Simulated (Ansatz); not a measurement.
`[F][In]([F])[Br]` + HBr → `[F][In]([Br])[Br]` + H–F at 700 K and 1 bar (ligand exchange at the In–F bond).

Calculated with Ansatz (gas phase, PBE0-D4/def2-TZVP geometries, no zero-point term in ΔE). CBS: MP2 limit from def2 TZ/QZ plus the TZ coupled-cluster correction, frozen cores. This one scheme is used for every species. Elements past krypton have def2 core potentials. For Br, In outer-core shells are correlated without core-valence functions, which leaves a few kJ/mol of doubt a bond. Scalar relativity is left out up to krypton.

| species | CCSD(T)/CBS energy (Eh) | H − E (kJ/mol) | S (J/(mol·K)) |
| --- | --- | --- | --- |
| `[F][In]([F])[Br]` | -2962.82519 | 60.0 | 406.4 |
| HBr | -2573.91920 | 36.5 | 223.7 |
| `[F][In]([Br])[Br]` | -5436.38187 | 59.3 | 430.2 |
| H–F | -100.39570 | 45.2 | 198.5 |

H − E and S are ideal-gas, rigid-rotor, harmonic terms from PBE0-D4/def2-TZVP. 1 Eh = 2625.50 kJ/mol, R = 8.31446 J/(mol·K).

Q: By hand: ΔE, ΔH, ΔS and ΔG.

A: ΔE = (-5436.38187) + (-100.39570) − (-2962.82519) − (-2573.91920) = -0.03318 Eh = -87.1 kJ/mol. Δ(H − E) = 59.3 + 45.2 − 60.0 − 36.5 = 8.0, so ΔH = -79.1 kJ/mol. ΔS = 430.2 + 198.5 − 406.4 − 223.7 = -1.4 J/(mol·K). ΔG = -79.1 − 700 × (-1.4)/1000 = -78.1 kJ/mol.

Q: By hand: the equilibrium constant, and the temperature at which ΔG would vanish if ΔH and ΔS stayed fixed.

A: log₁₀ K = −ΔG/(RT ln 10) = 5.8. ΔG = 0 at ΔH/ΔS = 56500 K, far beyond where these terms or the molecules hold.

The number of gas molecules stays the same, so ΔS is small and ΔH decides. A doubt of 5 kJ/mol in ΔE shifts log₁₀ K by 0.4 here. These are equilibria of isolated gas molecules and say nothing of rates. Largest T1 diagnostic: 0.014 (customary marks: 0.02 for closed shells, 0.045 for open ones).
